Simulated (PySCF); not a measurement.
This PySCF input asks for the NMR shieldings of SMILES C=C/C=C/OBN, C4H8BNO; the geometry comes from GFN2-xTB.

```python
import basis_set_exchange as bse
import numpy as np
from pyscf import gto, dft
from pyscf.prop import nmr

atoms = """
C    -3.487036    0.298525   -0.662973
C    -2.348461   -0.303575   -0.330170
C    -1.050305    0.309664   -0.442908
C     0.082596   -0.315675   -0.104640
O     1.288532    0.268183   -0.217018
B     2.460555   -0.348997    0.118797
N     3.627208    0.387449   -0.059634
H    -4.440681   -0.190521   -0.566875
H    -3.500250    1.306099   -1.044218
H    -2.362759   -1.316695    0.051455
H    -1.004754    1.321724   -0.818719
H     0.070714   -1.333990    0.278087
H     2.499768   -1.448373    0.539712
H     3.613194    1.326723   -0.417174
H     4.547266    0.047449    0.148710
"""
names = dict.fromkeys(["C", "O", "B", "N", "H"], "pcSseg-1")
basis = {el: gto.basis.parse(bse.get_basis(n, elements=[el], fmt="nwchem")) for el, n in names.items()}
mol = gto.M(atom=atoms, basis=basis, charge=0, verbose=0)
mf = dft.RKS(mol, xc="PBE0")
mf.grids.level = 2
mf.grids.alignment = dft.numint.BLKSIZE   # the property module wants whole blocks of grid points
mf.conv_tol = 1e-9
mf.kernel()

calc = nmr.RKS(mf)   # GIAO
C = mf.mo_coeff
Co = C[:, mf.mo_occ > 0]
resp = mf.gen_response(singlet=True, hermi=2)
def vind(x):   # induced exchange potential for any number of trial vectors
    d = np.einsum("pi,xij,qj->xpq", C, 2 * x.reshape(-1, C.shape[1], Co.shape[1]), Co, optimize=True)
    return np.einsum("xpq,pi,qj->xij", resp(d - d.transpose(0, 2, 1)), C, Co, optimize=True).ravel()
mo1, _ = nmr.rhf.solve_mo1(calc, with_cphf=vind)
sigma = calc.kernel(mo1)
for i, s in enumerate(sigma):   # ppm
    print("%2d %-2s %9.2f" % (i, mol.atom_pure_symbol(i), np.trace(s) / 3))
```

Task: What are the results?

Result: 
```
 0 C      67.83
 1 C      45.79
 2 C      65.35
 3 C      30.10
 4 O     138.36
 5 B      74.50
 6 N     182.31
 7 H      26.55
 8 H      26.38
 9 H      25.34
10 H      25.59
11 H      24.68
12 H      27.37
13 H      28.49
14 H      28.53
```

These numbers come from an equivalent density-fitted implementation of the same equations, which agrees with the script to about 0.01 ppm for H and up to a few tenths of a ppm for heavy atoms, so last digits may differ.

Size and cost of the density-fitted run: 159 basis functions, 34 s wall time on 1 thread of an Arm Neoverse N1, shared host; peak memory 0.72 GiB.
